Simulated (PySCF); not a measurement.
PySCF job for Zn(Me)(OH) (CH₄OZn), SMILES [Zn]([CH3])[OH], PBE/pcSseg-1. The structure is a stationary point at PBE0-D3(BJ)/def2-TZVP. The isomer is the one that the SMILES or the coordinates give; other isomers of the formula were not compared. Other conformers were not sampled.

```python
import numpy as np
from pyscf import gto, scf, dft
from pyscf.prop.nmr import rks as nmr

mol = gto.M(
    atom='''
    Zn    0.00121917   -0.03417764    0.02312571
    C    -0.17987521    1.67661186   -0.82955381
    H    -0.93626451    2.28053175   -0.32422667
    H    -0.48082106    1.55449901   -1.87204586
    H     0.76580451    2.22161018   -0.80573303
    O     0.22586734   -1.66037281    0.71132501
    H    -0.11298145   -1.80800041    1.59495688
    ''',
    basis='pcSseg-1',
    charge=0,
    spin=0,
    max_memory=1600,
    verbose=3,
)
mf = dft.RKS(mol, xc='pbe')
mf.grids.level = 3
mf.conv_tol = 1e-10
mf.max_cycle = 100
mf.kernel()
n = nmr.NMR(mf)
n.verbose = 2
n.max_cycle_cphf = 60
sigma = n.kernel()
print('atom   isotropic/ppm   span/ppm')
for i, s in enumerate(sigma):
    w = np.linalg.eigvalsh((s + s.T) / 2)
    print(f'{mol.atom_symbol(i):2s}{i + 1:3d} {w.mean():14.3f} {w[2] - w[0]:11.3f}')
```

It prints:

```
converged SCF energy = -1894.54024567604
atom   isotropic/ppm   span/ppm
Zn  1       1517.902    1453.190
C   2        199.812       1.543
H   3         31.697      14.317
H   4         31.589      14.543
H   5         31.609      14.634
O   6        317.844     111.999
H   7         30.787      22.851
```

Self-consistency was reached.

Cost: roughly 13 core-seconds.
